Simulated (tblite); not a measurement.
Input of a run (GFN2-xTB geometry optimisation, gas phase (tblite 0.8.0)), started from a force field or distance geometry:
```
{"job": {"kind": "relax", "xc": "GFN2-xTB", "basis": "xTB"}, "charge": 0, "multiplicity": 2}
C     -2.091100    -0.163500     1.134700
C     -1.246300    -0.334200     0.108000
C     -1.689700    -0.371700    -1.309100
C      0.242900    -0.548700     0.344500
C      1.099200     0.634200    -0.099400
C      2.599600     0.498700     0.255800
O      3.132500    -0.437900    -0.514100
H     -3.154300    -0.010500     0.970600
H     -1.745000    -0.152900     2.164400
H     -1.399800    -1.306200    -1.786000
H     -1.272400     0.464700    -1.876300
H     -2.792500    -0.297500    -1.392100
H      0.541500    -1.471800    -0.157100
H      0.432400    -0.737000     1.417400
H      0.977000     0.811200    -1.184400
H      0.717000     1.544100     0.396100
H      3.007700     1.524100     0.163700
H      2.632500     0.361200     1.351600
```

Output (eV, eV/Å):
```
step      E/eV     max force
  0    -609.32765    1.660
  1    -609.41521    0.729
  2    -609.46732    0.736
  3    -609.51417    0.676
  4    -609.53548    0.391
  5    -609.54565    0.211
  6    -609.55102    0.198
  7    -609.55488    0.145
  8    -609.55694    0.096
  9    -609.55785    0.066
 10    -609.55831    0.062
 11    -609.55868    0.062
 12    -609.55902    0.052
 13    -609.55936    0.053
 14    -609.55967    0.046
 15    -609.55995    0.043
 16    -609.56023    0.041
 17    -609.56047    0.031
 18    -609.56062    0.035
 19    -609.56073    0.032
 20    -609.56084    0.029
 21    -609.56097    0.030
 22    -609.56112    0.027
 23    -609.56125    0.027
 24    -609.56135    0.024
 25    -609.56144    0.026
 26    -609.56154    0.030
 27    -609.56165    0.029
 28    -609.56175    0.027
 29    -609.56184    0.025
 30    -609.56195    0.026
 31    -609.56207    0.028
 32    -609.56220    0.028
 33    -609.56234    0.030
 34    -609.56248    0.029
 35    -609.56262    0.029
 36    -609.56275    0.026
 37    -609.56286    0.028
 38    -609.56296    0.030
 39    -609.56308    0.031
 40    -609.56319    0.026
 41    -609.56327    0.020
 42    -609.56332    0.019
 43    -609.56337    0.017
 44    -609.56344    0.024
 45    -609.56352    0.021
 46    -609.56359    0.018
 47    -609.56364    0.016
 48    -609.56368    0.014
 49    -609.56372    0.013
 50    -609.56375    0.009
```

Question: Summarise the run.

Answer: The energy falls by 0.236 eV over 50 L-BFGS steps, the largest force on an atom goes from 1.66 to 0.009 eV/Å, and the atoms move by 0.078 Å rms after alignment. The bond that changes most is C2–C4 (ends: carbon bonded to 3 C; carbon bonded to 2 C and 2 H), which shortens by 0.025 Å. Bonds longer at the end by more than 0.005 Å: 4 of 17; shorter: 10. Among the angles that change most is O7–C6–H17, from 117.3° to 108.1°. Among the dihedrals that turn most is C4–C5–C6–H17, from -163° to -173°. The energy never rose by more than 1e-5 eV on the way. The first step brought 37 % of the lowering.

Question: What are the final bond lengths?

Answer: C1=C2 1.328 Å, C2–C3 1.496 Å, C2–C4 1.498 Å, C4–C5 1.538 Å, C5–C6 1.537 Å, C6–O7 1.312 Å, C1–H8 1.077 Å, C1–H9 1.077 Å, C3–H10 1.089 Å, C3–H11 1.089 Å, C3–H12 1.087 Å, C4–H13 1.092 Å, C4–H14 1.092 Å, C5–H15 1.090 Å, C5–H16 1.091 Å, C6–H17 1.119 Å, C6–H18 1.119 Å. Numbering counts from 1 in the input's order; the species is `C=C(C)CCC[O]` [radical].

GFN2-xTB frequencies show an imaginary mode (30i cm⁻¹), so the point is no minimum at that level. 3 starts were optimised and ended at 0.00, 0.64 and 1.02 kcal/mol (GFN2-xTB); the lowest of these is shown.

One conformer stands for the species.

The numbers are calculated, not measured.
